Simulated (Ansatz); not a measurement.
A structure relaxed at PBE-D4/def2-SVP in Ansatz, charge 0, singlet:

```xyz
55

Ge   -4.4158    1.8351    1.0034
Ge    1.8619    3.4126    2.8610
Ge    2.9381   -0.9455    2.7835
Ge   -3.6283   -2.1527    0.7445
Ge    0.0351   -3.4253    1.6666
Ge   -0.7713    0.4620    1.8773
Ge   -1.2610    2.6105   -1.4491
Ge    2.3195    1.1899   -0.5716
Ge   -0.5373   -1.3650   -1.7147
Ge    3.1572   -2.7629   -0.6829
Ge    2.3762   -0.3319   -4.3770
Ge   -0.4555    2.6410    2.9567
Ge   -3.1708   -0.0604    1.9327
Ge   -3.6917    2.4125   -1.2618
Ge    0.5238   -1.3550    2.8931
Ge    2.7541    3.3116    0.5841
Ge    3.5995   -0.6339    0.4449
Ge   -2.3523   -3.9538    1.8030
Ge   -2.9046   -1.9973   -1.5879
Ge    0.7433   -3.1785   -0.6722
Ge   -0.0857    0.6976   -0.4669
Ge    2.9541    1.5422   -2.9158
Ge    0.0462   -1.0055   -4.0679
H    -5.9394    1.5075    0.9878
H    -4.2099    3.0701    1.9294
H     1.9427    4.8807    3.3782
H     2.7294    2.5335    3.8038
H     3.6814   -2.1915    3.3560
H     3.3375    0.2863    3.6459
H    -5.1571   -2.4685    0.8116
H     0.8703   -4.5817    2.3067
H    -0.7927    3.8942   -0.7014
H    -0.8498    2.7651   -2.9437
H     3.8626   -3.9065    0.1106
H     3.7257   -2.7660   -2.1321
H     3.3053   -1.5383   -4.0743
H     2.6034    0.0778   -5.8626
H    -0.9563    2.5863    4.4310
H    -1.3563    3.6608    2.1970
H    -3.5977   -0.2471    3.4249
H    -4.3540    3.7611   -1.6774
H    -4.1836    1.3226   -2.2556
H     0.0811   -1.5258    4.3818
H     4.2906    3.5724    0.6099
H     2.1026    4.4503   -0.2564
H     5.1224   -0.2958    0.3646
H    -2.7762   -4.1103    3.2932
H    -2.6295   -5.3052    1.0790
H    -3.0755   -3.3875   -2.2742
H    -3.7747   -0.9729   -2.3736
H     0.4295   -4.5080   -1.4314
H     2.1993    2.8098   -3.4161
H     4.4804    1.8415   -3.0043
H    -0.8797    0.1289   -4.6008
H    -0.2666   -2.2912   -4.8902
```

(1) Give its formula.

(2) Summarise the bond lengths by kind (pairs closer than 1.2 times the sum of covalent radii, bridged metal pairs left out).

Results:

(1) Ge₂₃H₃₂, a nanocrystal cut from cubic germanium.

(2) 30 × Ge–Ge 2.44 to 2.46 Å; 32 × Ge–H 1.55 to 1.56 Å.

Single mean-field runs in def2-SVP are fitted with def2-universal-jkfit.
